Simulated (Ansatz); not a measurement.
Breaking the Ge1–H2 bond in GeH4 (SMILES [GeH4]) (multiplicity 1 held, fragments rigid). Energies count from the point at 1.536 Å.
Geometry at that point (charge 0, multiplicity 1):
| atom | x (Å) | y (Å) | z (Å) |
|---|---|---|---|
| Ge | 0.0000 | 0.0000 | 0.0000 |
| H | -0.6159 | -0.8821 | -1.0960 |
| H | 0.5733 | -0.8907 | 1.1121 |
| H | -1.0824 | 0.9183 | 0.5865 |
| H | 1.1249 | 0.8545 | -0.6025 |

Signs of static correlation in 6-31G, with CASSCF(2,2), from Ansatz (an electronic-structure program) runs.

```tsv
R (Å)	T1 of restricted CCSD	⟨S²⟩ of UHF	largest double amplitude of restricted CCSD	weight of the CASSCF reference in MRCISD	CASSCF natural occupations
1.229	0.009	0.000	0.039	0.954	1.99 0.01
1.382	0.009	0.000	0.044	0.954	1.98 0.02
1.536	0.009	0.000	0.038	0.954	1.98 0.02
1.689	0.009	0.000	0.063	0.953	1.97 0.03
1.843	0.010	0.000	0.096	0.953	1.95 0.05
2.073	0.012	0.000	0.153	0.953	1.92 0.08
2.304	0.016	0.320	0.218	0.952	1.87 0.13
2.688	(withheld)	(withheld)	0.343	0.952	1.74 0.26
3.072	0.042	0.907	0.489	0.951	1.56 0.44
3.532	0.058	0.974	0.663	0.951	1.34 0.66
4.147	0.071	0.998	0.835	0.951	1.16 0.84
4.915	0.073	1.003	0.940	0.951	1.06 0.94
```

Question: Some entries are withheld; supply them.

Answer: 
- 2.688, T1 of restricted CCSD: 0.027
- 2.688, ⟨S²⟩ of UHF: 0.745

Doubts at one or more of the structures used: a restricted determinant that unrestricted orbitals would lower (R-CCSD(T)/6-31G); other coupled-cluster roots lie near (R-CCSD(T)/6-31G); T1 above 0.05 (R-CCSD(T)/6-31G, U-CCSD(T)/6-31G); a spin-contaminated determinant (U-CCSD(T)/6-31G).
